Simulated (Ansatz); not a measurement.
Al2Sb. The state is a doublet with charge 0. Geometry PBE-D4/def2-TZVP; atoms count from 1.

```xyz
3

Al    0.0399    0.0083   -0.0077
Al   -2.3678   -0.5989    0.5910
Sb    2.3280    0.5907   -0.5833
```

In the def2 sets Sb takes a core potential; there is no spin–orbit coupling. The charge 0 doublet is spin-contaminated (final ⟨S²⟩ up to 1.63, 0.75 for a pure state). The geometry of the doublet was relaxed on an unsound state (⟨S²⟩ 1.14, where a pure state has 0.75). Another isomer (doublet) lies 1.37 eV lower at PBE0-D4/def2-TZVP; other spin states weren't run for this one.

**Question.** Estimate the Mulliken populations from the PBE0/def2-TZVP orbitals of Ansatz.

**Answer.** 
```csv
atom,charge (e),spin (α − β)
Al1,-0.06,0.95
Al2,0.20,1.06
Sb3,-0.14,-1.01
```
Mulliken values and Mayer orders depend strongly on the basis.

**Question.** Where does the spin sit?

**Answer.** Summed by element: Al 2.01, Sb -1.01, of 1 unpaired in all. Largest on single atoms: Al2 1.06, Sb3 -1.01, Al1 0.95.

**Question.** And the Mayer bond orders between bonded heavy atoms (over 0.3)?

**Answer.** Al1–Al2 1.16 (2.55 Å); Al1–Sb3 1.90 (2.43 Å). Values over 0.3 also appear between atoms too far apart for a bond (Al2–Sb3 0.43 at 4.98 Å); they arise where an orbital or an unpaired electron spreads over both atoms.
